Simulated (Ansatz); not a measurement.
Zn6Se6, relaxed as a singlet with RKS r2SCAN-D4/def2-SVP in Ansatz, starting from the GFN2-xTB geometry. Force threshold 0.03 eV/Å.

Start:

```xyz
12

Se   -4.295   -0.029   -1.529
Se   -2.861    3.309    1.221
Se    1.438    3.374    2.740
Se    4.305    0.046    1.503
Se    2.856   -3.319   -1.204
Se   -1.436   -3.370   -2.747
Zn   -2.592   -1.543   -1.925
Zn   -3.224    1.464   -0.126
Zn   -0.639    3.009    1.791
Zn    2.596    1.548    1.921
Zn    3.219   -1.467    0.132
Zn    0.634   -3.022   -1.778
```

Problem. Estimate the energy that the relaxation releases and the steps that it takes.

Solution. 90.0 kcal/mol, in 44 steps; 3 min on 2 threads of AMD EPYC 7R13 on a shared host and a share (18 GiB) of an NVIDIA H100 80GB HBM3. The force fell under the threshold at step 3, but the optimiser went on and released 3.730 eV more. No frequencies were taken in this run, so the end may be a saddle point.

Problem. Does the start keep its bonding and symmetry?

Solution. Bonds formed: Se1–Zn10, Se2–Zn12, Se3–Zn8, Se4–Zn7, Se5–Zn9, Se6–Zn11 (atoms count from 1). Metal–metal contacts that move far: Zn7–Zn10 7.16 to 2.77 Å, Zn9–Zn12 7.12 to 2.77 Å, Zn8–Zn10 6.17 to 2.77 Å, Zn7–Zn11 6.16 to 2.77 Å, Zn11–Zn12 3.57 to 2.77 Å, Zn8–Zn9 3.57 to 2.77 Å. The end is the same structure that another start reached. Point group C2h at the start, D3d at the end, both within 0.05 Å.

Problem. Predict the relaxed structure.

Solution. 
```xyz
12

Se   -1.1690    2.0004   -1.8786
Se   -2.3967   -0.3734    1.7363
Se    0.3622    2.4133    1.7084
Se    2.3972    0.3738   -1.7356
Se    1.1680   -2.0010    1.8782
Se   -0.3620   -2.4134   -1.7082
Zn   -0.0358   -0.0891   -2.2024
Zn   -1.5870    1.4619    0.4212
Zn    0.0371    0.0892    2.2020
Zn    0.9726    1.8994   -0.5532
Zn    1.5869   -1.4620   -0.4212
Zn   -0.9734   -1.8991    0.5530
```
Bond lengths (bridged metal pairs left out): 18 × Se–Zn 2.40 to 2.52 Å.
